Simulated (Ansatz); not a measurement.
Born–Oppenheimer molecular dynamics of C3H10O2Si (16 atoms, charge 0, multiplicity 1). It starts from a relaxed structure.

All numbers below come from RKS r2SCAN-D4/STO-3G in Ansatz 0.2.0.

```yaml
ensemble: NVE (velocity Verlet)
time_step: 0.5 fs
steps_asked: 407
starting_velocities_drawn_for: 300 K
seed: 505024
```

First frame:

```xyz
16
Properties=species:S:1:pos:R:3
Si 0.006 -0.036 -0.035
O 0.193 -0.216 1.663
C -1.090 -0.264 2.353
H -1.787 -1.041 1.964
H -0.886 -0.507 3.414
H -1.633 0.708 2.337
H 1.372 0.086 -0.496
O -0.752 1.455 -0.435
C -2.187 1.323 -0.652
H -2.749 0.932 0.224
H -2.577 2.338 -0.867
H -2.445 0.679 -1.522
C -0.851 -1.521 -0.809
H -1.870 -1.663 -0.437
H -0.905 -1.414 -1.898
H -0.286 -2.435 -0.593
```

**Question.** How far do the bonds stretch over the last three quarters of this one trajectory? (Pairs bonded in most of those frames.)

**Answer.** 
```csv
bond,mean (Å),spread (Å),shortest,longest
Si1–O2,1.725,0.027,1.68,1.78
Si1–H7,1.450,0.005,1.44,1.46
Si1–O8,1.723,0.030,1.66,1.77
Si1–C13,1.882,0.025,1.82,1.93
O2–C3,1.459,0.028,1.41,1.51
C3–H4,1.116,0.017,1.08,1.15
C3–H5,1.110,0.015,1.08,1.14
C3–H6,1.114,0.017,1.08,1.15
O8–C9,1.461,0.017,1.42,1.49
C9–H10,1.113,0.009,1.09,1.13
C9–H11,1.109,0.007,1.09,1.13
C9–H12,1.114,0.008,1.09,1.14
C13–H14,1.096,0.013,1.07,1.12
C13–H15,1.098,0.022,1.06,1.14
C13–H16,1.097,0.011,1.07,1.12
```

Mean temperature of the second half: 144 K. The conserved energy stayed within 0.19 meV per atom of its start (net change 0.11 meV per atom), so the integration is sound. Over the second half the temperature averaged 0.48 of the 300 K drawn at the start: a run that starts near a minimum puts about half its kinetic energy into the potential. A run of 0.2 ps of so small a system gives no equilibrium averages. Limits of this set-up: minimal basis.

Run time: 44 min on 1 thread of Arm Neoverse V1 (shared host), peak memory 0.14 GiB.
